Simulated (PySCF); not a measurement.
## Telling isomers of C7H6ClOP apart by NMR

- NMR shieldings at PBE0/pcSseg-1/GIAO
- GFN2-xTB geometry
- program: PySCF
- fast rotation and ring inversion assumed for equivalent nuclei, non-relativistic, no solvent model, one conformer

δ = σ(ref) − σ, references computed at the same level: TMS for 1H (σref 31.72), 13C (σref 186.93). Splittings of carbon signals by F and P are missing where no couplings were computed. Where no couplings were computed, multiplicities follow the n + 1 count of equivalent neighbours, and m marks all less simple cases (inequivalent or close neighbours, rings, F or P nearby). Shifts are as computed. Against solution values, carbons near 30 ppm lie about +3 ppm off and those near 130 ppm about +5 ppm; carbons on Cl a further +6 ppm. Of 1211 compounds with measured shifts, 218 miss one by over three times the rms of a fit or turn the order of signals round; such compounds aren't used in these exercises. Carbons bonded to Cl come out too deshielded.

(1) Tabulate the signals of `CC(=O)c1ccpc(Cl)c1`, `CC(=O)c1pcccc1Cl`, `Cc1cc(Cl)pc(C=O)c1`, `Cc1cpc(Cl)cc1C=O` and their relative energies.

(2) What is the quickest way to tell CC(=O)c1ccpc(Cl)c1 from Cc1cpc(Cl)cc1C=O?

(3) What is the quickest way to tell Cc1cc(Cl)pc(C=O)c1 from Cc1cpc(Cl)cc1C=O?

(4) What is the quickest way to tell CC(=O)c1pcccc1Cl from Cc1cpc(Cl)cc1C=O?

## Answers

(1) 
```tsv
SMILES	carbon types	δC	δH	E rel. (kcal/mol)
CC(=O)c1ccpc(Cl)c1	3×C 3×CH 1×CH3	200.4, 183.6, 167.3, 141.0, 139.8, 136.2, 28.6	9.25 (m, 1H), 8.94 (m, 1H), 8.49 (m, 1H), 2.72 (s, 3H)	0.0
CC(=O)c1pcccc1Cl	3×C 3×CH 1×CH3	201.9, 170.4, 169.9, 150.1, 142.1, 138.9, 35.3	9.26 (m, 1H), 8.02 (m, 1H), 7.72 (m, 1H), 2.95 (s, 3H)	7.1
Cc1cc(Cl)pc(C=O)c1	3×C 3×CH 1×CH3	195.4, 183.4, 176.6, 149.1, 145.2, 138.4, 26.0	10.19 (m, 1H), 8.76 (m, 1H), 8.13 (m, 1H), 2.74 (s, 3H)	3.1
Cc1cpc(Cl)cc1C=O	3×C 3×CH 1×CH3	194.2, 182.1, 168.9, 147.2, 139.6, 137.4, 24.5	10.74 (s, 1H), 8.88 (m, 1H), 8.87 (m, 1H), 2.93 (s, 3H)	5.5
```

Energies are electronic energies at PBE0/pcSseg-1 on these geometries, without zero-point or thermal terms, each for the one conformer computed, which needn't be the lowest.

(2) Both give the same number of carbon signals, with the same numbers of each carbon type, so the positions decide. The first has a ketone carbonyl carbon (C) at 200.4 ppm, the second an aldehyde carbonyl carbon (CH) at 194.2 ppm. In the proton spectra the most deshielded non-exchanging signals are 9.25 (m, 1H) and 10.74 (s, 1H).

(3) Both give the same number of carbon signals, with the same numbers of each carbon type, so the positions decide. The first has an aromatic CH at 145.2 ppm, the second an aromatic CH at 168.9 ppm. Their most deshielded carbons lie at 195.4 and 194.2 ppm. In the proton spectra the most deshielded non-exchanging signals are 10.19 (m, 1H) and 10.74 (s, 1H).

(4) Both give the same number of carbon signals, with the same numbers of each carbon type, so the positions decide. The first has a ketone carbonyl carbon (C) at 201.9 ppm, the second an aldehyde carbonyl carbon (CH) at 194.2 ppm. In the proton spectra the most deshielded non-exchanging signals are 9.26 (m, 1H) and 10.74 (s, 1H).
